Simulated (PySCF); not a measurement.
[Nb(OH)4(NH2)], neutral singlet in the gas phase. 

Cartesian coordinates (Å):
```xyz
12

Nb    -0.1074    -0.0916     0.3236
O     -1.9317     0.1678    -0.2848
H     -2.3456     0.5752    -1.0630
O     -0.6383    -0.9966     1.9253
H     -1.5068    -0.9199     2.3579
O      0.2141    -1.0808    -1.3385
H     -0.5844    -1.3136    -1.8460
O      1.7877    -0.1336     0.5286
H      2.5317    -0.1084    -0.0974
N     -0.0080     1.9013     0.3850
H      0.8525     2.4248     0.5694
H     -0.8060     2.5294     0.2613
```
Charge 0, spin multiplicity 1.

All levels are single points at this geometry (PBE-D3(BJ)/def2-SVP); Pople sets use spherical d functions. Orbital energies aren't observables, and empty levels follow the basis.

B3LYP/6-31G* (LANL2DZ on Nb) in PySCF gives gap (eV) = 5.08.

Q: Estimate the gap (eV) from each of these levels: PBE-D3(BJ)/def2-TZVP in PySCF; TPSSh-D3(BJ)/def2-TZVP in PySCF; B3LYP/LANL2DZ in PySCF; M06-2X/6-31G* (LANL2DZ on Nb) in PySCF; HF/6-31G* (LANL2DZ on Nb) in PySCF.

A: 
| level | gap (eV) |
|---|---|
| PBE-D3(BJ)/def2-TZVP in PySCF | 3.59 |
| TPSSh-D3(BJ)/def2-TZVP in PySCF | 4.62 |
| B3LYP/LANL2DZ in PySCF | 5.08 |
| M06-2X/6-31G* (LANL2DZ on Nb) in PySCF | 7.90 |
| HF/6-31G* (LANL2DZ on Nb) in PySCF | 12.68 |
